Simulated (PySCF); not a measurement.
## Excitation energy of O by level of theory

O [He] 2s2 2p4 (3P) → O [He] 2s1 2p5 (3P), as a difference of total energies. All numbers are calculated (PySCF 2.14, no relativity, point nucleus, in aug-cc-pVQZ). Correlated levels: valence: 1s2 frozen. The calculations carry no spin-orbit coupling.

```tsv
method	excitation energy (eV)
UHF	16.854
MP2 (valence)	15.994
SCS-MP2 (valence)	15.931
CCSD (valence)	15.607
CCSD(T) (valence)	15.286
```

**Question.** How much does correlation contribute at CCSD(T) (valence)?

**Answer.** 15.286 − (16.854) = -1.568 eV, measured against UHF.

The upper state lies above the first ionisation limit, where it may autoionise and the basis confines it.

The coupled-cluster amplitudes are large for the upper state (T1 above 0.03 or a double amplitude above 0.15), so a single reference is strained.
